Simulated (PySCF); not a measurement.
C₃H₇O, doublet, geometry from GFN2-xTB. Base run: DF-PBE0/6-31G (PySCF).

Here is a job for PySCF.
```python
from pyscf import gto, scf, dft

mol = gto.Mole()
mol.atom = '''
    O     0.088811    1.416241   -0.023297
    C     0.009630    0.141363    0.272582
    H     0.011015    0.113569    1.397095
    C    -1.320148   -0.544042   -0.118769
    C     1.241097   -0.704773   -0.125896
    H    -1.363614   -0.612812   -1.203309
    H     1.269613   -0.778060   -1.210636
    H    -2.162933    0.052623    0.219422
    H     2.153726   -0.218269    0.207411
    H    -1.381992   -1.540742    0.308007
    H     1.180218   -1.701533    0.300877
'''
mol.basis = '6-31g'
mol.charge = 0
mol.spin = 1
mol.verbose = 3
mol.build()

mf = dft.UKS(mol)
mf.xc = 'pbe0'
mf = mf.density_fit(auxbasis='def2-universal-jkfit')
mf.kernel()
```

Variants of this job, named by their change:

| change | basis functions | E (Eh) | HOMO (eV) | dipole (D) | core-seconds (rough) |
|---|---|---|---|---|---|
| base | 50 | -193.40289 | -7.08 | 2.25 | 10 |
| basis = STO-3G | 27 | -191.02664 | -3.79 | 1.26 | 7 |
| basis = 3-21G | 50 | -192.39649 | -6.74 | 1.95 | 10 |
| basis = LANL2DZ | 50 | -193.43429 | -7.20 | 2.44 | 10 |
| basis = def2-SV(P) | 70 | -193.29661 | -7.25 | 1.96 | 10 |
| basis = 6-31G* | 70 | -193.45264 | -7.09 | 1.95 | 20 |
| basis = 6-31+G* | 86 | -193.46123 | -7.41 | 2.22 | 20 |
| basis = def2-SVP | 91 | -193.31386 | -7.23 | 1.98 | 20 |
| basis = pcseg-1 | 91 | -193.41792 | -7.40 | 2.14 | 20 |
| basis = 6-31G** | 91 | -193.46242 | -7.09 | 1.96 | 20 |
| basis = 6-311+G(2d,p) | 150 | -193.51688 | -7.44 | 2.17 | 30 |
| basis = def2-TZVP | 166 | -193.53182 | -7.41 | 2.07 | 30 |
| basis = cc-pVTZ | 218 | -193.52661 | -7.37 | 2.00 | 40 |

Totals compare only among sets that treat the same electrons; sets with core potentials leave the core out.

Open shells are given as the SCF converged; they aren't shown to be the lowest states, and a large step between rows can be another state.
